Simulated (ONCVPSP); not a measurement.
**What one change does to a pseudopotential (iridium (Ir), ONCV)**

ONCVPSP 4.0.1 input, shortened (lines: element, Z, core and valence counts, functional; n l f; lmax; l rc ep ncon nbas qcut; lloc lpopt rc5 dvloc0; l nproj debl; icmod fcfact rcfact), BLYP, scalar-relativistic:

```
  Ir 77.00   10    4  -106131      upf
    1    0    2.00
    2    0    2.00
    2    1    6.00
    3    0    2.00
    3    1    6.00
    3    2   10.00
    4    0    2.00
    4    1    6.00
    4    2   10.00
    4    3   14.00
    5    0    2.00
    5    1    6.00
    5    2    7.00
    6    0    1.75
    2
    0    1.70    0.00    4    8    7.50
    1    1.15    0.00    4    9    8.60
    2    2.00    0.00    4    8    7.10
    4    5    1.10    1.00
    0    3    3.40
    1    1    1.10
    2    2    3.80
    3    3.25    1.05
```

Change: all radii but the core radius scaled by about 0.94 (s 1.60, p 1.08, d 1.88 bohr); local potential polynomial inside 1.02 bohr (lpopt 5, dvloc0 1 Ha).

Cutoffs: the cutoffs (Ha) at which the residual kinetic energy of the hardest occupied pseudo-wave falls to 1 and 0.1 mHa per electron; they do not see the model core or the augmentation charge, which bear on the density cutoff. Errors are all-electron minus pseudo energies relative to the spin-unpolarised reference configuration.

How do hardness, ghosts and transferability respond?

The potential gets harder (35 Ha and 127 Ha → 37 Ha and 141 Ha); the errors of the 4 common tests hardly move; neither file shows a bound ghost. A smaller radius makes the pseudo-wave follow the all-electron one further in, where it bends more sharply, so more plane waves are needed.

```tsv
quantity	base	changed
cutoff, loose	35 Ha	37 Ha
cutoff, tight	127 Ha	141 Ha
loose cutoff by channel	s 20 Ha, p 35 Ha, d 18 Ha	s 21 Ha, p 37 Ha, d 18 Ha
bound ghosts	none	none
GHOST(+) flags under 300 eV	s at 286.2 eV	s at 250.2 eV
error for 5s2 5p6 5d7 6s2, meV [ΔE -1.78 eV]	+0.7	+0.7
error for 5s2 5p6 5d7 6s1, meV [ΔE 8.07 eV]	-3.2	-3.0
error for 5s2 5p6 5d7 6s0, meV [ΔE 25.61 eV]	-11	-10
error for 5s2 5p6 5d5 6s0, meV [ΔE 99.52 eV]	-22	-23
rms error of d²Exc/dni dnj with the model core, mHa	3.45	3.52
```
